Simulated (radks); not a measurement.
Values are calculated unless marked as measured or tabulated.
The neon ion Ne+, 9 electrons, occupied as [He] 2s2 2p5. Level of theory: Dirac Kohn-Sham, PBEsol, spin-unpolarised, spherical densities, point nucleus; open shells are shared between the two j in proportion to 2j + 1 (a radial shooting solver on a logarithmic mesh with Libxc functionals).

Radial electron density D(r) = 4 pi r^2 rho(r):

```
   r/bohr * D(r) (the largest magnitude, 10.9, reaches the edge; | marks zero)
 0.005016 |*
 0.006176 |*
 0.007604 | *
 0.009287 |  *
  0.01143 |   *
  0.01408 |     *
  0.01733 |       *
  0.02134 |           *
  0.02607 |               *
  0.03209 |                     *
  0.03951 |                           *
  0.04865 |                                   *
   0.0599 |                                          *
  0.07375 |                                                 *
  0.09007 |                                                     *
   0.1109 |                                                      *
   0.1365 |                                                  *
   0.1681 |                                           *
    0.207 |                                  *
   0.2528 |                            *
   0.3113 |                         *
   0.3832 |                            *
   0.4718 |                                 *
   0.5809 |                                     *
   0.7096 |                                    *
   0.8736 |                               *
    1.076 |                     *
    1.324 |            *
     1.63 |     *
    1.991 | *
    2.452 |*
    3.019 *
```

D(r) has 2 maxima, at r = 0.104, 0.629 bohr, and minima at 0.309 bohr, inside which lie 2.21 electrons.
